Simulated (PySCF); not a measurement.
PySCF input file for Al(H)(OMe)(SeH) (CH5AlOSe), SMILES C[O][AlH][SeH], PBE-D3(BJ)/def2-SVP. Geometry optimised at PBE-D3(BJ)/def2-SVP. The structure was generated by enumeration; whether it is a known compound was not checked. Other conformers were not sampled.

```python
import numpy as np
from pyscf import gto, scf, dft, df
from pyscf.hessian import thermo

mol = gto.M(
    atom='''
    Al    1.05992567   -0.54227533   -0.00000000
    H     2.64411027   -0.49128965    0.00000000
    O     0.32370246   -2.08509393    0.00000000
    C    -0.96687045   -2.63171573    0.00000000
    H    -1.77276015   -1.86001319   -0.00000000
    H    -1.11859301   -3.27397163    0.89662987
    H    -1.11859301   -3.27397163   -0.89662988
    Se   -0.29756670    1.35890717    0.00000000
    H     0.91567316    2.21702738   -0.00000000
    ''',
    basis='def2-SVP',
    charge=0,
    spin=0,
    max_memory=1600,
    verbose=3,
)
mf = dft.RKS(mol, xc='pbe').density_fit(auxbasis='def2-universal-jkfit')
mf.disp = 'd3bj'
mf.grids.level = 3
mf.conv_tol = 1e-11
mf.max_cycle = 100
mf.kernel()

# [left out here: the lines that compute and print the analytic Hessian (its translational invariance restored by hand, since the grid's response is missing), thermochemistry and intensities]
```

Program output:

```
converged SCF energy = -2759.30453829461

WARN: DFTD3 does not support analytical Hessian, using finite difference


WARN: Mole.unit (angstrom) is changed to Bohr

Mode                                 0                   1                   2
Irrep
Freq [cm^-1]                       57.6327             64.5349            128.3926
Reduced mass [au]                   1.0272              3.6795              2.3459
Force const [Dyne/A]                0.0020              0.0090              0.0228
Char temp [K]                      82.9206             92.8513            184.7284
Normal mode                   x     y     z       x     y     z       x     y     z
       0  Al                -0.00 -0.00  0.02    0.06  0.01  0.00   -0.00 -0.00  0.05
       1   H                -0.00 -0.00  0.05    0.06  0.02  0.00   -0.00 -0.00  0.22
       2   O                -0.00 -0.00 -0.00    0.03  0.02 -0.00   -0.00 -0.00 -0.17
       3   C                 0.00 -0.00  0.01   -0.05  0.19  0.00    0.00 -0.00  0.09
       4   H                -0.00 -0.00  0.58    0.06  0.30  0.00   -0.00 -0.00  0.08
       5   H                 0.21 -0.44 -0.27   -0.13  0.21  0.00    0.12  0.13  0.20
       6   H                -0.21  0.44 -0.27   -0.13  0.21 -0.00   -0.12 -0.13  0.20
       7  Se                 0.00  0.00 -0.01   -0.02 -0.05 -0.00    0.00  0.00 -0.01
       8   H                 0.00 -0.00  0.14   -0.06  0.02  0.00    0.00 -0.00  0.44
Mode                                 3                   4                   5
Irrep
Freq [cm^-1]                      212.9185            219.2110            367.0419
Reduced mass [au]                   6.1923              1.2965              6.1993
Force const [Dyne/A]                0.1654              0.0367              0.4921
Char temp [K]                     306.3423            315.3959            528.0916
Normal mode                   x     y     z       x     y     z       x     y     z
       0  Al                 0.06  0.05 -0.00   -0.00 -0.00 -0.06   -0.12  0.09 -0.00
       1   H                 0.06 -0.06 -0.00   -0.00  0.00 -0.07   -0.13  0.23 -0.00
       2   O                -0.12  0.15  0.00    0.00 -0.00  0.09    0.02  0.04  0.00
       3   C                -0.02 -0.05  0.00    0.00  0.00 -0.01    0.03  0.03 -0.00
       4   H                -0.14 -0.18 -0.00    0.00  0.00 -0.09    0.02  0.02 -0.00
       5   H                 0.08 -0.08 -0.00   -0.08  0.01 -0.02    0.03  0.02 -0.00
       6   H                 0.08 -0.08  0.00    0.08 -0.01 -0.02    0.03  0.02  0.00
       7  Se                 0.01 -0.03 -0.00   -0.00  0.00 -0.00    0.03 -0.04  0.00
       8   H                -0.11  0.13  0.00    0.00 -0.00  0.86    0.14 -0.20 -0.00
Mode                                 6                   7                   8
Irrep
Freq [cm^-1]                      437.1318            554.8694            624.1442
Reduced mass [au]                   1.1930              1.1557              1.1665
Force const [Dyne/A]                0.1343              0.2096              0.2677
Char temp [K]                     628.9353            798.3335            898.0045
Normal mode                   x     y     z       x     y     z       x     y     z
       0  Al                 0.00  0.00  0.07   -0.05  0.02 -0.00   -0.03 -0.01 -0.00
       1   H                 0.00 -0.00 -0.91   -0.04 -0.24  0.00   -0.01 -0.88 -0.00
       2   O                 0.00 -0.00 -0.03    0.03 -0.03  0.00    0.01  0.05 -0.00
       3   C                -0.00  0.00 -0.01    0.00  0.00 -0.00    0.07  0.04  0.00
       4   H                 0.00  0.00 -0.02    0.02  0.02  0.00    0.04  0.01 -0.00
       5   H                -0.01 -0.00 -0.01   -0.02  0.01  0.00    0.08  0.03 -0.00
       6   H                 0.01  0.00 -0.01   -0.02  0.01 -0.00    0.08  0.03  0.00
       7  Se                -0.00 -0.00 -0.01    0.02 -0.01  0.00   -0.01 -0.00  0.00
       8   H                -0.00  0.00  0.10   -0.52  0.73 -0.00    0.14 -0.20  0.00
Mode                                 9                  10                  11
Irrep
Freq [cm^-1]                      718.2866           1138.7382           1144.9258
Reduced mass [au]                   4.8048              1.4560              1.2921
Force const [Dyne/A]                1.4606              1.1124              0.9979
Char temp [K]                    1033.4545           1638.3907           1647.2933
Normal mode                   x     y     z       x     y     z       x     y     z
       0  Al                 0.04  0.12  0.00    0.00  0.01  0.00    0.00 -0.00 -0.00
       1   H                 0.06 -0.28  0.00    0.00  0.01 -0.00    0.00 -0.00  0.02
       2   O                 0.02 -0.11  0.00   -0.08  0.01  0.00    0.00  0.00 -0.05
       3   C                -0.10 -0.07 -0.00    0.11 -0.08 -0.00   -0.00 -0.00  0.13
       4   H                -0.05 -0.02  0.00    0.51  0.34  0.00    0.00  0.00 -0.31
       5   H                -0.15 -0.06  0.00   -0.35  0.11  0.07   -0.46 -0.30 -0.16
       6   H                -0.15 -0.06 -0.00   -0.35  0.11 -0.07    0.46  0.30 -0.16
       7  Se                -0.00 -0.00 -0.00    0.00 -0.00 -0.00   -0.00 -0.00  0.00
       8   H                 0.10 -0.13 -0.00   -0.00  0.00  0.00   -0.00 -0.00  0.00
Mode                                12                  13                  14
Irrep
Freq [cm^-1]                     1204.0540           1418.1752           1424.0941
Reduced mass [au]                   6.0628              1.0384              1.0584
Force const [Dyne/A]                5.1787              1.2305              1.2647
Char temp [K]                    1732.3657           2040.4383           2048.9544
Normal mode                   x     y     z       x     y     z       x     y     z
       0  Al                -0.01 -0.03  0.00   -0.00 -0.00  0.00    0.00  0.00  0.00
       1   H                -0.01 -0.03 -0.00   -0.00  0.00 -0.00    0.01 -0.00 -0.00
       2   O                 0.14  0.12  0.00    0.00  0.00  0.01   -0.01 -0.02  0.00
       3   C                -0.13 -0.11 -0.00    0.00  0.00  0.05   -0.01 -0.06  0.00
       4   H                 0.11  0.11  0.00    0.00  0.00 -0.69   -0.07 -0.09 -0.00
       5   H                -0.18  0.03  0.07    0.45 -0.20 -0.05    0.21  0.50  0.41
       6   H                -0.18  0.03 -0.07   -0.45  0.20 -0.05    0.21  0.50 -0.41
       7  Se                -0.00 -0.00 -0.00    0.00  0.00 -0.00    0.00 -0.00  0.00
       8   H                 0.00 -0.00 -0.00   -0.00  0.00  0.00    0.00 -0.00  0.00
Mode                                15                  16                  17
Irrep
Freq [cm^-1]                     1432.3754           1929.4383           2357.4070
Reduced mass [au]                   1.1120              1.0448              1.0204
Force const [Dyne/A]                1.3442              2.2915              3.3412
Char temp [K]                    2060.8693           2776.0322           3391.7839
Normal mode                   x     y     z       x     y     z       x     y     z
       0  Al                -0.00 -0.01 -0.00    0.04  0.00  0.00    0.00  0.00 -0.00
       1   H                -0.01  0.01 -0.00   -0.98 -0.03  0.00   -0.00 -0.00  0.00
       2   O                 0.02  0.01  0.00    0.00 -0.00  0.00   -0.00 -0.00  0.00
       3   C                 0.08  0.02  0.00   -0.00 -0.00 -0.00    0.00  0.00 -0.00
       4   H                -0.46 -0.50 -0.00   -0.00  0.00 -0.00   -0.00 -0.00 -0.00
       5   H                -0.44  0.14  0.01    0.00  0.00  0.00   -0.00  0.00  0.00
       6   H                -0.44  0.14 -0.01    0.00  0.00 -0.00   -0.00  0.00 -0.00
       7  Se                -0.00  0.00 -0.00   -0.00  0.00  0.00    0.01  0.01  0.00
       8   H                 0.00  0.00  0.00    0.00  0.00 -0.00   -0.80 -0.58 -0.00
Mode                                18                  19                  20
Irrep
Freq [cm^-1]                     2908.3167           2984.4355           3000.5521
Reduced mass [au]                   1.0342              1.1020              1.1055
Force const [Dyne/A]                5.1541              5.7832              5.8643
Char temp [K]                    4184.4202           4293.9382           4317.1264
Normal mode                   x     y     z       x     y     z       x     y     z
       0  Al                -0.00 -0.00  0.00    0.00  0.00 -0.00   -0.00 -0.00  0.00
       1   H                 0.00  0.00  0.00   -0.00  0.00 -0.00    0.00 -0.00  0.00
       2   O                 0.00  0.00  0.00   -0.00  0.00 -0.00    0.00  0.00 -0.00
       3   C                 0.05 -0.00 -0.00    0.03 -0.08  0.00   -0.00  0.00  0.09
       4   H                -0.51  0.52 -0.00   -0.44  0.44  0.00    0.00 -0.00  0.02
       5   H                -0.05 -0.27  0.37    0.07  0.27 -0.42    0.07  0.39 -0.54
       6   H                -0.05 -0.27 -0.37    0.07  0.27  0.42   -0.07 -0.39 -0.54
       7  Se                 0.00  0.00 -0.00    0.00  0.00  0.00    0.00  0.00 -0.00
       8   H                -0.00  0.00  0.00   -0.00  0.00 -0.00    0.00 -0.00 -0.00
temperature 298.1500 [K]
pressure 101325.00 [Pa]
Rotational constants [GHz] 7.84154 1.50321 1.27169
Symmetry number 1
Zero-point energy (ZPE) 0.05542 [Eh]   145505.834 [J/mol]
                           tot       elec      trans        rot        vib
Entropy [J/mol/K]       365.350      0.000    170.287    114.907     80.156
Cv [J/mol/K]             93.322      0.000     12.472     12.472     68.378
Cp [J/mol/K]            101.636      0.000     20.786     12.472     68.378
Internal energy [J/mol]                      3718.434   3718.434 157358.127
Internal energy [Eh]   -2759.24177  -2759.30454
Enthalpy [J/mol]                             6197.391   3718.434 157358.127
Enthalpy [Eh]          -2759.24083
Gibbs free energy [J/mol]                  -44573.761 -30541.073 133459.628
Gibbs free energy [Eh] -2759.28232
mode   freq/cm-1   IR/(km/mol)
   1       57.63         0.168
   2       64.53         3.241
   3      128.39        13.610
   4      212.92         8.581
   5      219.21         0.077
   6      367.04        16.918
   7      437.13        78.341
   8      554.87        42.196
   9      624.14        79.555
  10      718.29       147.503
  11     1138.74        39.193
  12     1144.93         0.017
  13     1204.05       264.359
  14     1418.18         1.045
  15     1424.09         1.386
  16     1432.38        23.703
  17     1929.44       135.446
  18     2357.41         7.286
  19     2908.32        92.660
  20     2984.44        51.653
  21     3000.55        33.437
max |gradient| / (hartree/bohr): 5.8685193273833595e-05
APT charges: [ 1.2329 -0.3109 -0.9699  0.5974 -0.0594 -0.0617 -0.0617 -0.3695  0.0029]
```

The run converged.

Cost: very roughly 110 core-seconds.
